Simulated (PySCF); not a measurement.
Stepwise substitution at one centre (Ge C2H5-I). Gas-phase values, no solvent. One relaxed conformer stands for each flexible species; it need not be the lowest. Strings in code marks are SMILES.

The T1 excitation (TDA) from two functionals at the same geometries (B3LYP-D3(BJ)/def2-SVP), both in PySCF: PBE-D3(BJ)/def2-TZVP and ωB97X-D3(BJ)/def2-TZVP. Excitations are Tamm–Dancoff values on a coarser integration grid. The basis has no diffuse functions, so Rydberg states are missing or too high.

| species | PBE-D3(BJ)/def2-TZVP (eV) |
|---|---|
| 1 of 4 C2H5 replaced by I (`[I][Ge]([CH2]C)([CH2]C)[CH2]C`) | 4.62 |
| 2 of 4 C2H5 replaced by I (`C[CH2][Ge]([I])([I])[CH2]C` (C–C–Ge–I torsion 58°, I–Ge–C–C torsion -59°)) | 3.72 |
| 3 of 4 C2H5 replaced by I | 2.91 |

**Question.** What does ωB97X-D3(BJ)/def2-TZVP give for each?

**Answer.** 
- 1 of 4 C2H5 replaced by I (`[I][Ge]([CH2]C)([CH2]C)[CH2]C`): 5.31
- 2 of 4 C2H5 replaced by I (`C[CH2][Ge]([I])([I])[CH2]C` (C–C–Ge–I torsion 58°, I–Ge–C–C torsion -59°)): 4.56
- 3 of 4 C2H5 replaced by I: 3.93
Over these rows, drawn at random from the members with no instability flagged (it was tested for open shells, ions and some series alone), PBE minus ωB97X-D3(BJ): mean -0.85 eV, from -1.02 eV to -0.69 eV.
